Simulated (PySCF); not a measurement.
C5H6F3 (doublet state).
Cartesian coordinates in Å at the GFN2-xTB level; atoms count from 1:
```xyz
14
C5H6F3 angstrom
C     -2.0270   -0.0903    0.0197
C     -0.6196    0.2689    0.4384
C      0.1202    1.3632   -0.1778
C      0.5203   -0.0012   -0.5406
C      1.8241   -0.5684   -0.0484
F      1.8048   -1.9142   -0.0047
F      2.8618   -0.2375   -0.8358
F      2.1364   -0.1550    1.1891
H     -2.1780    0.1297   -1.0334
H     -2.7417    0.4860    0.6024
H     -2.2143   -1.1480    0.1911
H     -0.4318    0.0720    1.4935
H      0.6787    2.1885    0.2036
H      0.2654   -0.3941   -1.5193
```

The hyperfine couplings belong to this conformer and change with its torsions.

As a line formula: `C[C@@H]1[CH][C@H]1C(F)(F)F` [radical].

Computed, not measured: UKS B3LYP, pcH-1 on C F H, non-relativistic, mean-field spin-orbit, GIAO in PySCF 2.14.0. Geometry: GFN2-xTB; no solvent, vibrations or thermal averaging. The geometry wasn't refined by DFT: couplings that depend on bond lengths, twists or pyramidal angles can differ widely from those at the functional's own minimum. Stability of the SCF solution: not tested.

(1) What is the g tensor, term by term?

(2) What effective moment and Curie constant follow for a powder?

(3) How much does each term add to the isotropic shift?

(4) At 9.471 GHz, how far is the centre of the isotropic spectrum from where a free electron (g = 2.002319) resonates?

(5) In a frozen sample, at which fields do the three g values resonate at 9.5, 34, 94 and 263 GHz (hyperfine left aside), and which band first spreads them over more than twice a line width of 0.5 mT?

Answers

(1) 
```json
{"Δg (ppm)": "relativistic mass correction", "1": "-150", "2": "-150", "3": "-150"}
{"Δg (ppm)": "gauge correction", "1": "26", "2": "16", "3": "8"}
{"Δg (ppm)": "orbital Zeeman/spin–orbit", "1": "22", "2": "679", "3": "861"}
{"Δg (ppm)": "total", "1": "-102", "2": "545", "3": "720"}
```

So g = 2.00222, 2.00286, 2.00304 and g_iso = 2.00271; the tensor is rhombic: the two nearest values differ by 21 % of g3 − g1. 

(2) With the mean of g² = 4.0108 and S(S+1) = 0.75: μ_eff = √(⟨g²⟩S(S+1)) = 1.734 μB and χT = 0.12505·⟨g²⟩·S(S+1) = 0.376 cm³ K/mol (cgs; spin-Hamiltonian part alone).

(3) The orbital-Zeeman/spin–orbit term 521, the mass correction -150 and the gauge correction 17 ppm, for a total of 388 ppm. The orbital-Zeeman/spin–orbit term is the largest in size. The mass correction is the same along every axis, so the anisotropy comes from the other two: their spans along these axes are 17 (gauge) and 839 ppm (orbital Zeeman/spin–orbit).

(4) B = hν/(g μB) with μB/h = 13.99624 MHz/mT gives 337.95 mT for the free electron and 337.88 mT at g_iso, 0.07 mT lower.

(5) 
```csv
band,GHz,B(g3) mT,B(g2) mT,B(g1) mT,spread mT
X,9.5,338.86,338.89,339.00,0.14
Q,34.0,1212.77,1212.87,1213.27,0.50
W,94.0,3352.95,3353.24,3354.33,1.38
J,263.0,9381.12,9381.94,9384.97,3.85
```

The spread grows in proportion to the frequency. W band is the first where it exceeds 1.0 mT.

The largest Mulliken spin population is on C3 (+0.98). The angles at C3 add up to 328.6°, so it is pyramidal.

The HOMO–LUMO gaps are 8.02 eV among the α and 6.08 eV among the β orbitals.
